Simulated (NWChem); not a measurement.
# What each level costs for disilazane (H7NSi2)

```
N
H 1 1.0261
Si 1 1.7548 2 115.15
Si 1 1.7548 2 115.15 3 -171.91
H 3 1.5022 1 107.33 2 168.94
H 4 1.5022 1 107.33 2 -168.94
H 3 1.5067 5 110.05 1 119.84
H 4 1.5067 6 110.05 1 -119.84
H 3 1.5102 5 108.38 7 116.75
H 4 1.5102 6 108.38 8 -116.75
```
Charge 0, spin multiplicity 1.

Program: NWChem. Structure: optimised with PBE/def2-SVP, a minimum by its harmonic frequencies.

Basis set: cc-pVDZ (85 functions). Each entry is one whole single-point run; the coupled-cluster runs use the TCE module, and the SCF and DFT modules converge to different thresholds.

The correlated methods keep 11 core orbitals frozen. B3LYP has NWChem's definition, with VWN1-RPA local correlation.

Roughly how much processor time does each of these take, relative to RHF: MP2, RI-MP2, B2PLYP, PBE, B3LYP, r2SCAN, CR-CCSD(T)?

RI-MP2 about the same, within a factor of 3; B3LYP about the same, within a factor of 3; PBE about the same, within a factor of 3; r2SCAN about 3; MP2 about 4; B2PLYP about 5; CR-CCSD(T) about 20 (rough ratios from shared machines).
